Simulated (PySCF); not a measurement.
Harmonic spectrum computed at PBE0 in the def2-TZVP basis family (core potentials from Rb on, PySCF, no spin–orbit coupling):

| ω (cm⁻¹) | IR (km/mol, summed over degenerate members) | degeneracy |
| --- | --- | --- |
| 400 | 7.4 | 2 |
| 855 | 3.7 | 1 |
| 1872 | 147 | 1 |

Q: Which molecule gave it? In each, all ligands are bound to the one heavy central atom.
A. HPbN (singlet)
B. HReN (doublet)
C. HPtN (triplet)
D. HIrN (doublet)

A: A. It has C∞v symmetry with Pb–H 1.712 Å, Pb–N 1.856 Å.
